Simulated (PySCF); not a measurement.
[Eu(PH3)]3+ at several levels of theory

Computed with PySCF 2.14.0 (density fitting, no spin-orbit coupling) at the geometry relaxed with r2SCAN:

```xyz
5
[Eu(PH3)]3+ (singlet in the valence; each metal's 4f electrons, 6 of them, lie in its core potential, out of spins and levels)
Eu    0.0000    0.0000   -0.4427
P     0.0000    0.0000    2.5120
H     1.3248    0.0000    3.0467
H    -0.6624    1.1473    3.0467
H    -0.6624   -1.1473    3.0467
```

```
 level                                                 basis    state  HOMO (eV)  gap (eV)  charge on Eu1 (e)  population of f-type functions on Eu1 (polarisation alone where 4f lies in the core)  dipole about the centre of mass (D)  largest force component (eV/Å)
r2SCAN     Eu lcecp-1-SVP with ECP52, P def2-SVP, H def2-SVP  singlet     -23.21      3.34               2.33                                                                                  0.01                                 2.58                            0.02
r2SCAN  Eu lcecp-1-TZVP with ECP52, P def2-TZVP, H def2-TZVP  singlet     -23.08      3.20               2.38                                                                                  0.01                                 2.72                            0.19
```

In the lcecp rows the 4f levels are missing from HOMO and gap, and the state counts the valence alone.

Charges are Mulliken's, which hang on the basis. The relaxation used the grid (50, 194), these runs (75, 302) or, all-electron (x2c bases, spin-free X2C Hamiltonian), (99, 590).

Problem. Order these levels, in the first row's basis, by the HOMO–LUMO gap they give here, smallest first.
A. BLYP
B. M06-L
C. wB97X
D. HF

Solution. A (2.37 eV), B (3.22 eV), C (9.06 eV), D (10.30 eV).

Problem. And their other results?

Solution. 
| level | state | HOMO (eV) | gap (eV) | charge on Eu1 (e) | population of f-type functions on Eu1 (polarisation alone where 4f lies in the core) | dipole about the centre of mass (D) | largest force component (eV/Å) |
| --- | --- | --- | --- | --- | --- | --- | --- |
| wB97X | singlet | -26.11 | 9.06 | 2.36 | 0.01 | 1.80 | 0.15 |
| M06-L | singlet | -23.18 | 3.22 | 2.38 | 0.01 | 2.25 | 0.11 |
| BLYP | singlet | -22.90 | 2.37 | 2.25 | 0.01 | 3.07 | 0.20 |
| HF | singlet | -26.15 | 10.30 | 2.43 | 0.01 | 1.09 | 0.84 |

In the first row's basis the gap widens with exact exchange: 2.4 to 3.3 eV for BLYP, M06-L, r2SCAN (none); 9.1 to 10.3 eV for wB97X, Hartree–Fock (rising or full at long range).

No frequency check is given that shows the relaxed geometry to be a minimum. An lcecp potential fixes the number of 4f electrons, so in runs with it no electron can move into or out of that shell.
